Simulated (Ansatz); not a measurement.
A structure relaxed at PBE-D4/def2-SVPD in Ansatz, charge -1, doublet:

```xyz
7

Zr    0.533    1.284   -0.501
Zr   -0.536   -1.301    0.450
S    -1.400   -3.296    1.169
S    -1.469    0.089   -1.409
S     1.830   -0.863   -0.295
S     1.326    3.293   -1.260
S    -0.283    0.794    1.844
```

Q: Give its formula.

A: Zr₂S₅⁻ (the lowest doublet isomer of a short search).

Q: Summarise the bond lengths by kind (pairs closer than 1.2 times the sum of covalent radii, bridged metal pairs left out).

A: 8 × S–Zr 2.29 to 2.53 Å.

In the def2 sets Zr takes a core potential; there is no spin–orbit coupling. The gap within one spin of the charge -1 doublet nearly closes, so an electron or hole may be smeared out by delocalisation error. The structure comes from a short search, and lower isomers may exist.
